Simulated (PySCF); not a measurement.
Harmonic spectrum computed at PBE0 in the def2-TZVP basis family (core potentials from Rb on, PySCF, no spin–orbit coupling):

```json
{"symmetry": "a'", "ω (cm⁻¹)": "508", "IR (km/mol)": "77.7"}
{"symmetry": "a''", "ω (cm⁻¹)": "585", "IR (km/mol)": "3.3"}
{"symmetry": "a'", "ω (cm⁻¹)": "722", "IR (km/mol)": "35.0"}
{"symmetry": "a'", "ω (cm⁻¹)": "1044", "IR (km/mol)": "159"}
{"symmetry": "a''", "ω (cm⁻¹)": "1836", "IR (km/mol)": "353"}
{"symmetry": "a'", "ω (cm⁻¹)": "1853", "IR (km/mol)": "111"}
```

Q: Which molecule gave it? In each, all ligands are bound to the one heavy central atom.
A. H₂OsO (triplet)
B. H₂HfO (singlet)
C. H₂WO (triplet)
D. H₂ReO (quartet)
E. H₂TaO (doublet)

A: E. It has Cs symmetry with Ta–H 1.785 Å (×2), Ta–O 1.694 Å.
